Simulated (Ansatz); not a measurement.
A nudged elastic band was laid between two geometries of CH3FMgS (7 atoms, charge 0, multiplicity 1).

Computed with Ansatz 0.2.0, RKS PBE-D4/def2-SVP.

| Quantity | Value |
| --- | --- |
| movable images | 8 |
| climbing image | no |
| spring | 5.0 eV/Å² |
| optimiser | quadratic models (default) |
| start path | through a guess of the saddle point |
| force threshold | 0.05 eV/Å |
| iteration limit | 60 |
| end points | relaxed |

Image 0:

```xyz
7
Properties=species:S:1:pos:R:3
C -0.522 1.069 -0.199
S 0.438 0.366 1.218
Mg 0.933 -1.764 0.479
F 1.328 -3.405 -0.065
H -1.467 0.520 -0.379
H -0.779 2.109 0.081
H 0.070 1.106 -1.135
```

Image 9:

```xyz
7
Properties=species:S:1:pos:R:3
C -0.306 0.272 -0.361
S 0.095 1.179 1.170
Mg 0.596 -1.603 -0.065
F 1.344 -3.206 0.104
H -1.403 0.179 -0.508
H -0.453 2.409 0.913
H 0.128 0.769 -1.254
```

Q: What changes between the two ends?

A: Bonds broken: C1–H6. Bonds formed: C1–Mg3, S2–H6.

Q: Give the energies along the band, and the barrier.

A: The forces met the threshold. The highest image is number 5 of 0 to 9, 2.35 eV above the first end and 1.12 eV above the last; the last end lies 1.23 eV above the first. No image climbed, so the highest image needn't sit at the top of the path. The orbitals stay closed-shell, which can raise the energy where a bond breaks towards radicals; this wasn't checked here.

```
image  path coordinate (Å)  energy (eV)  C1–H6 (Å)  C1–Mg3 (Å)  S2–H6 (Å)
    0                 0.00         0.00       1.11        3.26       2.41
    1                 0.43         0.01       1.11        3.13       2.42
    2                 0.86         0.27       1.09        2.74       2.30
    3                 1.29         1.09       1.09        2.46       2.03
    4                 1.72         2.26       1.24        2.23       1.66
    5                 2.14         2.35       1.72        2.08       1.38
    6                 2.57         1.76       2.11        2.05       1.34
    7                 3.00         1.28       2.44        2.08       1.36
    8                 3.43         1.24       2.51        2.10       1.37
    9                 3.86         1.23       2.49        2.10       1.37
```

Q: What is the geometry of the highest image?

A: 
```xyz
7
Properties=species:S:1:pos:R:3:forces:R:3
C -0.509 0.335 -0.444 -0.09 -0.61 -0.28
S 0.262 0.753 1.436 -0.21 0.32 -0.18
Mg 0.592 -1.356 0.041 -0.04 -0.08 -0.21
F 1.314 -2.977 0.034 0.06 -0.05 0.07
H -1.595 0.523 -0.385 -0.02 0.00 -0.03
H -0.058 1.706 0.484 0.42 0.34 0.50
H -0.006 1.016 -1.165 -0.12 0.08 0.13
```

Run time: 2.8 min on 1 thread of AMD EPYC 9R45 96-Core Processor (Zen 5), on a shared host, peak memory 0.16 GiB.
